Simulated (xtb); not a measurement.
BiCl₃, charge +1, doublet, geometry from GFN2-xTB (such geometries of metal compounds can be far from the true shape) (a state made from the parent by changing its charge; the spin is typed, not shown lowest); GFN1-xTB (xtb).

Here is a job for xtb.
```
$ xtb mol.xyz --gfn 1 --chrg 1 --uhf 1 --json

# file mol.xyz
4

Bi    -0.00429499    -0.00067859     0.52337335
Cl    -1.83836082    -0.99665658    -0.86820175
Cl     0.06559027     2.09816710    -0.84856458
Cl     1.79374020    -1.09819741    -0.83852708
```

### Question
What does xtb print? Leave out banner, timings and long lists.

### Answer

```
   ID    Z sym.   atoms
    1   83 Bi     1
    2   17 Cl     2-4

           -------------------------------------------------
          |                Calculation Setup                |
           -------------------------------------------------

           -------------------------------------------------
          |                 G F N 1 - x T B                 |
           -------------------------------------------------

          ...................................................
          :                      SETUP                      :
          :.................................................:
          :  # basis functions                  34          :
          :  # atomic orbitals                  31          :
          :  # shells                           11          :
          :  # electrons                        25          :
          :  # halogen bonds                     0          :
          :  max. iterations                   250          :
          :  Hamiltonian                  GFN1-xTB          :
          :  restarted?                      false          :
          :  GBSA solvation                  false          :
          :  PC potential                    false          :
          :  electronic temp.          300.0000000     K    :
          :  accuracy                    1.0000000          :
          :  -> integral cutoff          0.2500000E+02      :
          :  -> integral neglect         0.1000000E-07      :
          :  -> SCF convergence          0.1000000E-05 Eh   :
          :  -> wf. convergence          0.2000000E-04 e    :
          :  Broyden damping             0.4000000          :
          :  net charge                          1          :
          :  unpaired electrons                  1          :
          ...................................................

 iter      E             dE          RMSdq      gap      omega  full diag
   1    -14.4622889 -0.144623E+02  0.269E+00    4.56       0.0  T
   2    -14.4840564 -0.217675E-01  0.545E+00    5.90       1.0  T
   3    -14.5128377 -0.287814E-01  0.383E+00    5.65       1.0  T
   4    -14.5246587 -0.118209E-01  0.107E+00    5.08       1.0  T
   5    -14.5284548 -0.379612E-02  0.129E-01    5.28       1.0  T
   6    -14.5285158 -0.610079E-04  0.107E-02    5.25       4.7  T
   7    -14.5285161 -0.263517E-06  0.555E-03    5.26       9.0  T
   8    -14.5285161 -0.213205E-07  0.506E-03    5.26       9.9  T
   9    -14.5285162 -0.995010E-07  0.366E-05    5.26    1367.2  T
  10    -14.5285162 -0.500044E-11  0.205E-05    5.26    2438.0  T

   *** convergence criteria satisfied after 10 iterations ***

         :::::::::::::::::::::::::::::::::::::::::::::::::::::
         ::                     SUMMARY                     ::
         :::::::::::::::::::::::::::::::::::::::::::::::::::::
         :: total energy             -14.527474334929 Eh    ::
         :: gradient norm              0.032250771268 Eh/a0 ::
         :: HOMO-LUMO gap              5.255958971024 eV    ::
         ::.................................................::
         :: SCC energy               -14.528516174153 Eh    ::
         :: -> electrostatic           0.155250942985 Eh    ::
         :: repulsion energy           0.003278973356 Eh    ::
         :: dispersion energy         -0.002237134133 Eh    ::
         :: halogen bond corr.         0.000000000000 Eh    ::
         :: add. restraining           0.000000000000 Eh    ::
         :: total charge               1.000000000000 e     ::
         :::::::::::::::::::::::::::::::::::::::::::::::::::::

           -------------------------------------------------
          |                Property Printout                |
           -------------------------------------------------

    * Orbital Energies and Occupations

         #    Occupation            Energy/Eh            Energy/eV
      -------------------------------------------------------------
         1        2.0000           -1.1709170             -31.8623
         2        2.0000           -1.0931090             -29.7450
         3        2.0000           -1.0931090             -29.7450
         4        2.0000           -1.0834248             -29.4815
         5        2.0000           -0.6873362             -18.7034
         6        2.0000           -0.6873362             -18.7034
         7        2.0000           -0.6773643             -18.4320
         8        1.9997           -0.6449716             -17.5506
         9        1.9997           -0.6449716             -17.5506
        10        1.9455           -0.6399711             -17.4145
        11        1.8772           -0.6391289             -17.3916
        12        1.8772           -0.6391289             -17.3916
        13        1.3007           -0.6364590             -17.3189 (HOMO)
        14                         -0.4433061             -12.0630 (LUMO)
        15                         -0.4433061             -12.0630
        16                         -0.4413020             -12.0084
        17                         -0.2325016              -6.3267
        18                         -0.2325016              -6.3267
        19                         -0.2317697              -6.3068
        20                         -0.2310175              -6.2863
        21                         -0.2310175              -6.2863
        22                         -0.2305714              -6.2742
        23                         -0.2304235              -6.2701
        24                         -0.2304235              -6.2701
       ...                                ...                  ...
        31                         -0.1468511              -3.9960
      -------------------------------------------------------------
                  HL-Gap            0.1931529 Eh            5.2560 eV
             Fermi-level           -0.5885717 Eh          -16.0159 eV

  Mulliken/CM5 charges         n(s)   n(p)   n(d)
     1Bi    0.95806  1.01065   2.017  2.025  0.000
     2Cl    0.01398 -0.00355   1.979  5.018 -0.011
     3Cl    0.01398 -0.00355   1.979  5.018 -0.011
     4Cl    0.01398 -0.00355   1.979  5.018 -0.011

Wiberg/Mayer (AO) data.
largest (>0.10) Wiberg bond orders for each atom

 ---------------------------------------------------------------------------
     #   Z sym  total        # sym  WBO       # sym  WBO       # sym  WBO
 ---------------------------------------------------------------------------
     1  83 Bi   2.615 --     4 Cl   0.872     3 Cl   0.872     2 Cl   0.872
     2  17 Cl   1.074 --     1 Bi   0.872     4 Cl   0.101     3 Cl   0.101
     3  17 Cl   1.074 --     1 Bi   0.872     4 Cl   0.101     2 Cl   0.101
     4  17 Cl   1.074 --     1 Bi   0.872     3 Cl   0.101     2 Cl   0.101
 ---------------------------------------------------------------------------

Topologies differ in total number of bonds
Writing topology from bond orders to xtbtopo.mol

 dipole moment from electron density (au)
     X       Y       Z
  -0.0113  -0.0018   1.3810  total (Debye):    3.510

           -------------------------------------------------
          | TOTAL ENERGY              -14.527474334929 Eh   |
          | GRADIENT NORM               0.032250771268 Eh/α |
          | HOMO-LUMO GAP               5.255958971024 eV   |
           -------------------------------------------------

normal termination of xtb
```
